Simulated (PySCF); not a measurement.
Radial density of C(3+) (carbon, charge +3)

UHF, [He] 2s1, 2S determinant. All numbers are calculated (PySCF 2.14, the non-relativistic Hamiltonian (point nucleus), in aug-cc-pwCVTZ (7s6p4d2f, 59 functions)).

```json
{"r (bohr)": "0.00499", "4πr²ρ (e/bohr)": "0.03735", "4πr²(ρα − ρβ)": "0.0015"}
{"r (bohr)": "0.00839", "4πr²ρ (e/bohr)": "0.1019", "4πr²(ρα − ρβ)": "0.0041"}
{"r (bohr)": "0.0141", "4πr²ρ (e/bohr)": "0.2682", "4πr²(ρα − ρβ)": "0.0106"}
{"r (bohr)": "0.0238", "4πr²ρ (e/bohr)": "0.6774", "4πr²(ρα − ρβ)": "0.0267"}
{"r (bohr)": "0.0399", "4πr²ρ (e/bohr)": "1.578", "4πr²(ρα − ρβ)": "0.0616"}
{"r (bohr)": "0.0672", "4πr²ρ (e/bohr)": "3.237", "4πr²(ρα − ρβ)": "0.1225"}
{"r (bohr)": "0.113", "4πr²ρ (e/bohr)": "5.334", "4πr²(ρα − ρβ)": "0.1855"}
{"r (bohr)": "0.190", "4πr²ρ (e/bohr)": "6.149", "4πr²(ρα − ρβ)": "0.1590"}
{"r (bohr)": "0.320", "4πr²ρ (e/bohr)": "3.930", "4πr²(ρα − ρβ)": "0.0110"}
{"r (bohr)": "0.538", "4πr²ρ (e/bohr)": "1.151", "4πr²(ρα − ρβ)": "0.1585"}
{"r (bohr)": "0.905", "4πr²ρ (e/bohr)": "0.8511", "4πr²(ρα − ρβ)": "0.7988"}
{"r (bohr)": "1.52", "4πr²ρ (e/bohr)": "0.5897", "4πr²(ρα − ρβ)": "0.5895"}
{"r (bohr)": "2.56", "4πr²ρ (e/bohr)": "0.05798", "4πr²(ρα − ρβ)": "0.0580"}
{"r (bohr)": "4.31", "4πr²ρ (e/bohr)": "0.0001892", "4πr²(ρα − ρβ)": "0.0002"}
```
